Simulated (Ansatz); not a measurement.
Reaction (formal exchange of groups at a C–C bond): `CCCCCCCCCCS` + `C=CC` → `C=CCCCCCCCCCC` + CH₃SH

Calculated with Ansatz (gas phase, PBE0-D4/def2-TZVP geometries, no zero-point term in ΔE). CCSD(T)/CBS adds triple-zeta CCSD(T) − MP2 to the extrapolated MP2 energy (def2 sets, frozen cores). This one scheme is used for every species. DFT in def2-TZVPP. B3LYP here is the variant with VWN-RPA as its local correlation; programs differ in this. HSE06 is defined as in plane-wave codes. Each species was taken in one conformer, which may not be the lowest.

```
          level  ΔE (kcal/mol)  difference from CCSD(T)/CBS
         PBE-D4            1.7                         -0.1
        BLYP-D4            1.5                         -0.3
         B2PLYP            3.6                          1.8
         revPBE            5.8                          4.0
           PBE0            4.1                          2.3
          B3LYP            5.1                          3.3
          HSE06            4.1                          2.3
          BHLYP            4.6                          2.8
   MP2/def2-SVP            1.1                         -0.7
CCSD/def2-TZVPP            1.9                          0.1
    CCSD(T)/CBS            1.8                            0
```

Largest T1 diagnostic among the species: 0.010.

In def2-TZVPP, CCSD(T) changes the Hartree–Fock value by −4.5 kcal/mol (the triples alone add −0.6 kcal/mol) and MP2 by −4.9 kcal/mol. The D4 term adds −3.5 kcal/mol with B3LYP and −2.4 kcal/mol with PBE0; it sums over pairs of atoms, weighted by their polarisabilities, and B3LYP, whose exchange is more repulsive, gets the larger term. From BLYP to BHLYP (50 % exact exchange), in def2-TZVPP and without D4, ΔE moves by −1.1 kcal/mol.
